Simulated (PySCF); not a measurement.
**Bonding in `C=CC(=C)Cc1ccccn1`**

C10H11N.
Numbering: `[CH2:1]=[CH:2][C:3](=[CH2:4])[CH2:5][c:6]1[cH:7][cH:8][cH:9][cH:10][n:11]1` (hydrogens: H12, H13 on C1; H14 on C2; H15, H16 on C4; H17, H18 on C5; H19 on C7; H20 on C8; H21 on C9; H22 on C10)

Structure used (GFN2-xTB), in Å, numbered top down from 1:
```
atom  x, y, z in Å
C1    -2.2230    1.0327    0.5699
C2    -2.1554   -0.2686    0.8266
C3    -1.3992   -1.2517    0.0632
C4    -1.4026   -2.5352    0.4220
C5    -0.6021   -0.7782   -1.1251
C6     0.5568    0.0790   -0.6919
C7     1.5342   -0.4187    0.1663
C8     2.5745    0.4108    0.5437
C9     2.6105    1.7064    0.0492
C10    1.5924    2.1060   -0.8003
N11    0.5933    1.3190   -1.1597
H12   -1.6996    1.4920   -0.2505
H13   -2.8073    1.6916    1.1901
H14   -2.6998   -0.6746    1.6708
H15   -1.9630   -2.8843    1.2733
H16   -0.8537   -3.2835   -0.1250
H17   -1.2321   -0.1926   -1.7957
H18   -0.2205   -1.6442   -1.6708
H19    1.4684   -1.4335    0.5288
H20    3.3452    0.0558    1.2134
H21    3.4047    2.3857    0.3171
H22    1.5681    3.1055   -1.2161
```

Bond orders from the PBE0/pcSseg-1 density (PySCF). Isolated species at its GFN2-xTB geometry (one conformer only).

(1) Where do the orders between heavy atoms depart from those drawn in the SMILES?

(2) Set the Mayer orders of the bonds between heavy atoms beside their lengths.

Results:

(1) The largest departure is 0.177, at C6–C7 (drawn aromatic, 1.323), counting aromatic bonds as 1.5. The bonds drawn aromatic range from 1.32 to 1.48.

(2) 
| bond | drawn as | length (Å) | Mayer order |
| --- | --- | --- | --- |
| C1–C2 | double | 1.328 | 1.926 |
| C2–C3 | single | 1.456 | 1.081 |
| C3–C4 | double | 1.333 | 1.894 |
| C3–C5 | single | 1.507 | 1.039 |
| C5–C6 | single | 1.505 | 1.037 |
| C6–C7 | aromatic | 1.393 | 1.323 |
| C7–C8 | aromatic | 1.383 | 1.457 |
| C8–C9 | aromatic | 1.387 | 1.410 |
| C9–C10 | aromatic | 1.385 | 1.406 |
| C10–N11 | aromatic | 1.322 | 1.481 |
| N11–C6 | aromatic | 1.326 | 1.458 |

Bonds between the same two heavy elements. C–C: lowest C5–C6 and C3–C5 (1.037, 1.505 Å), highest C1–C2 (1.926, 1.328 Å). C–N: lowest N11–C6 (1.458, 1.326 Å), highest C10–N11 (1.481, 1.322 Å). Bonds named together lie within 0.004.

And the bonds to hydrogen?

C–H: 0.92 to 0.97 (11 bonds).

Sum the orders of all bonds at each heavy atom with more than one neighbour and set the sums beside the valence in the SMILES.

C1 3.798 (drawn 4), C2 3.966 (drawn 4), C3 4.014 (drawn 4), C4 3.782 (drawn 4), C5 3.924 (drawn 4), C6 3.818 (drawn 4), C7 3.736 (drawn 4), C8 3.841 (drawn 4), C9 3.782 (drawn 4), C10 3.861 (drawn 4), N11 2.939 (drawn 3). Orders between atoms that aren't bonded are not in these sums.

For a closed shell the Mayer order of atoms A and B is Σ (PS)μν (PS)νμ over the basis functions μ on A and ν on B, with P the density and S the overlap matrix.
